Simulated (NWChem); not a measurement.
A series in which one site is exchanged, each optimised at PBE0/def2-SVP with NWChem, gas phase unless a solvent is named. For some, no frequency run checked for a minimum. def2 effective core potentials on In; no spin-orbit coupling.

A: [GaH2][AsH2] (GaAsH4; site = Ga)
B: B[AsH2] (BAsH4; site = B)
C: [AsH2][InH2] (InAsH$_{4}$; site = In)
D: [AlH2][AsH2] (AlAsH₄; site = Al)

Problem. Rank them by static polarisability, CAM-B3LYP/def2-SVPD (bohr³), lowest first.

Solution. B (49.9), D (66.0), A (67.4), C (77.4)
